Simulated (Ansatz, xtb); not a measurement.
## Two isomers of C3H7FSeSi

We compare a, `C=C(CF)[SiH2][SeH]`, a singlet, with b, `F[SiH2][Se]C1CC1`, a singlet. Both are isolated molecules in the gas phase, relaxed with B3LYP/def2-SVP; the shapes shown needn't be the lowest conformers.

a (Å):

```yaml
atoms:
  - { symbol: C, position_ang: [-0.0986, 1.8596, 1.7056] }
  - { symbol: C, position_ang: [-0.5153, 1.2773, 0.5725] }
  - { symbol: C, position_ang: [-1.9294, 0.7748, 0.4221] }
  - { symbol: F, position_ang: [-2.3176, 0.8230, -0.9119] }
  - { symbol: Se, position_ang: [2.8306, 1.4730, -0.4623] }
  - { symbol: Si, position_ang: [0.6148, 1.0076, -0.9273] }
  - { symbol: H, position_ang: [0.9423, 2.1682, 1.8417] }
  - { symbol: H, position_ang: [-0.7772, 2.0333, 2.5506] }
  - { symbol: H, position_ang: [-2.0000, -0.2801, 0.7465] }
  - { symbol: H, position_ang: [-2.6444, 1.3709, 1.0157] }
  - { symbol: H, position_ang: [0.5963, -0.4284, -1.3223] }
  - { symbol: H, position_ang: [0.1891, 1.8555, -2.0720] }
  - { symbol: H, position_ang: [2.6453, 2.9307, -0.6045] }
```

b (Å):

| atom | x (Å) | y (Å) | z (Å) |
| --- | --- | --- | --- |
| C | 0.3519 | 0.7109 | -0.8603 |
| C | 1.6443 | 0.7114 | -0.0828 |
| C | 0.3593 | 1.1105 | 0.5925 |
| F | 2.4216 | -2.2602 | -1.6850 |
| Se | -0.5363 | -0.9603 | -1.3713 |
| Si | 1.1626 | -1.8034 | -2.6219 |
| H | 1.6993 | -0.7937 | -3.5703 |
| H | 0.6335 | -3.0075 | -3.3130 |
| H | 0.2020 | 1.5018 | -1.6005 |
| H | 2.0873 | -0.2534 | 0.1777 |
| H | 2.3729 | 1.4902 | -0.3284 |
| H | -0.0720 | 0.4144 | 1.3174 |
| H | 0.1893 | 2.1663 | 0.8243 |

Which of the two would you expect CCSD(T)/def2-SVP + ΔMP2/def2-TZVPP electronic energies to favour?

Structure b; the calculation gives E(b) − E(a) = −34.9 kcal/mol.

How the difference moves with the method:

```json
{"level": "GFN2-xTB", "geometry": "GFN2-xTB", "E(b) − E(a) (kcal/mol)": "−44.4", "departure from the last row (kcal/mol)": "−9.5", "job, with rough time for the two": "optimisation, 0.37 s"}
{"level": "HF/STO-3G", "geometry": "GFN2-xTB", "E(b) − E(a) (kcal/mol)": "−17.5", "departure from the last row (kcal/mol)": "+17.4", "job, with rough time for the two": "single point, 0.44 s"}
{"level": "r2SCAN-D4/def2-SVP", "geometry": "GFN2-xTB", "E(b) − E(a) (kcal/mol)": "−32.7", "departure from the last row (kcal/mol)": "+2.3", "job, with rough time for the two": "single point, 3.7 s"}
{"level": "B3LYP/def2-SVP", "geometry": "B3LYP/def2-SVP", "E(b) − E(a) (kcal/mol)": "−29.2", "departure from the last row (kcal/mol)": "+5.7", "job, with rough time for the two": "optimisation, 2.5 min"}
{"level": "HF/def2-SVP", "geometry": "B3LYP/def2-SVP", "E(b) − E(a) (kcal/mol)": "−28.0", "departure from the last row (kcal/mol)": "+6.9", "job, with rough time for the two": "part of the CCSD(T) run"}
{"level": "MP2/def2-SVP", "geometry": "B3LYP/def2-SVP", "E(b) − E(a) (kcal/mol)": "−36.1", "departure from the last row (kcal/mol)": "−1.2", "job, with rough time for the two": "part of the CCSD(T) run"}
{"level": "CCSD(T)/def2-SVP", "geometry": "B3LYP/def2-SVP", "E(b) − E(a) (kcal/mol)": "−30.3", "departure from the last row (kcal/mol)": "+4.6", "job, with rough time for the two": "single point"}
{"level": "CCSD(T)/def2-SVP + ΔMP2/def2-TZVPP", "geometry": "B3LYP/def2-SVP", "E(b) − E(a) (kcal/mol)": "−34.9", "departure from the last row (kcal/mol)": "", "job, with rough time for the two": "single point, 72 s"}
```

As drawn, b has 1 F–Si, 1 C–Se, 2 C–C, 1 C–H in place of 1 C=C, 1 C–F, 1 C–Si, 1 Se–H. Structure a has no ring, b a 3-membered ring.

None of the levels shown reverses the order. The largest departure from CCSD(T)/def2-SVP + ΔMP2/def2-TZVPP is that of HF/STO-3G, 17.4 kcal/mol. The last row adds to CCSD(T) the change of the MP2 difference between the two basis sets, here −4.6 kcal/mol, a large step that makes the value less sure.

With thermal terms from frequencies at re-optimised GFN2-xTB minima (ideal gas, soft modes damped towards free rotors, one conformer each, 298.15 K, 1 atm): the zero-point term adds +3.5 kcal/mol; ΔH is −31.9 and ΔG −30.9 kcal/mol.

The correlated steps freeze 18 core orbitals; the filled d shell of Se is correlated, in a basis made for valence electrons. Programs: Ansatz 0.2.0, xtb 6.7.1; the last row on 4 threads of Arm Neoverse V1 on a shared host.
